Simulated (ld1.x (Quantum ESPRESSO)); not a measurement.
**Zr (Z = 40): variants of one RRKJ potential**

Base potential:

- Element: zirconium (Zr)
- Generator: ld1.x (Quantum ESPRESSO) 7.5
- Type: norm-conserving RRKJ (Kleinman–Bylander form)
- Functional: LDA (PZ)
- Relativity: fully relativistic
- Frozen core: [Ar] 3d10
- Valence charge: 12
- Reference configuration: 4s2 4p6 4d2 5s1.75 5p0.25
- Partial waves: 4s (bound): rc 2.10 bohr; 4p (bound): rc 1.85 bohr; 4d (bound): rc 2.00 bohr
- Local potential: all-electron potential smoothed inside 1.45 bohr (lloc = -2)
- Core correction: none

Open shells are filled in proportion to 2j + 1 (rel_dist='average').

Occupied shells without a wave of their own: 5p, 5s. They enter only through the test configuration that unscreens the potential.

All-electron outer shells of the reference configuration (LDA (PZ), scalar-relativistic, ld1.x):

```tsv
shell	level (eV)	outermost node (bohr)	outermost maximum (bohr)
3p	-317.56	0.18	0.40
3d	-175.27	–	0.35
4s	-54.83	0.55	1.08
4p	-32.82	0.56	1.17
5s	-4.79	1.47	3.11
4d	-4.01	0.58	1.61
5p	-1.72	1.70	4.10
```

Cutoffs, loose and tight: the cutoffs (Ry, on a coarse ladder) from which the occupation-weighted sum of valence levels, in a spherical-Bessel basis at the reference potential, stays within 10 and 1 mRy of its value at 400 Ry. They do not see the model core or the augmentation charge, which bear on the density cutoff. Test errors are all-electron minus pseudo excitation energies from the reference, over the configurations 4s2 4p6 4d2 5s2 5p0; 4s2 4p6 4d2 5s1 5p0; 4s2 4p6 4d2 5s0 5p0; 4s2 4p6 4d3 5s1 5p0; 4s2 4p6 4d1 5s0 5p0; 4s2 4p5 4d2 5s2 5p0; 4s2 4p6 4d2.5 5s1.5 5p0. A dash means not determined; rows that change the core or the reference have their own tests.

Cutoffs are not given where the Bessel-basis levels miss the radial ones by over 6 mRy, ghosts where they miss by over 20 mRy; a channel whose overlap is not positive is not tested.

```csv
change,outcome,"cutoff, loose","cutoff, tight",bound ghosts,largest test error (meV)
base,"generated, misses its reference levels by 0.53 eV",–,–,not determined,-2289
"all radii scaled by about 0.76 (s 1.60, p 1.42, d 1.52 bohr); local potential all-electron potential smoothed inside 1.10 bohr (lloc = -2)",generated,–,–,not determined,-597
"all radii scaled by about 0.87 (s 1.84, p 1.62, d 1.74 bohr); local potential all-electron potential smoothed inside 1.26 bohr (lloc = -2)","generated, misses its reference levels by 0.33 eV",–,–,not determined,-1427
"all radii scaled by about 1.12 (s 2.34, p 2.06, d 2.24 bohr); local potential all-electron potential smoothed inside 1.62 bohr (lloc = -2)","generated, misses its reference levels by 0.49 eV",–,–,none,-2161
"all radii scaled by about 1.27 (s 2.66, p 2.34, d 2.54 bohr); local potential all-electron potential smoothed inside 1.84 bohr (lloc = -2)","generated, misses its reference levels by 1.95 eV",–,–,none,-7714
"all radii scaled by about 1.39 (s 2.92, p 2.56, d 2.78 bohr); local potential all-electron potential smoothed inside 2.02 bohr (lloc = -2)","generated, misses its reference levels by 0.76 eV",21 Ry,25 Ry,none,-3015
```

Question: What comes out with this change to the base: all radii scaled by about 0.94 (s 1.98, p 1.74, d 1.88 bohr); local potential all-electron potential smoothed inside 1.36 bohr (lloc = -2)?

Answer: outcome: generated, misses its reference levels by 0.45 eV; bound ghosts: not determined; largest test error (meV): -1976.

Question: What comes out with this change to the base: all radii scaled by about 1.04 (s 2.18, p 1.92, d 2.08 bohr); local potential all-electron potential smoothed inside 1.50 bohr (lloc = -2)?

Answer: outcome: generated, misses its reference levels by 0.57 eV; bound ghosts: none; largest test error (meV): -2464.

Question: What comes out with this change to the base: all radii scaled by about 1.19 (s 2.50, p 2.20, d 2.38 bohr); local potential all-electron potential smoothed inside 1.72 bohr (lloc = -2)?

Answer: outcome: generated; bound ghosts: none; largest test error (meV): -332.

Reading the sweep of the scale of all radii (base = 1) (base included, trends over the rows without a ghost): The median size of the test errors (rows with all tests solved) is not monotonic: lowest 57.1 meV at 1.19, highest 1158.2 meV at 1.27.
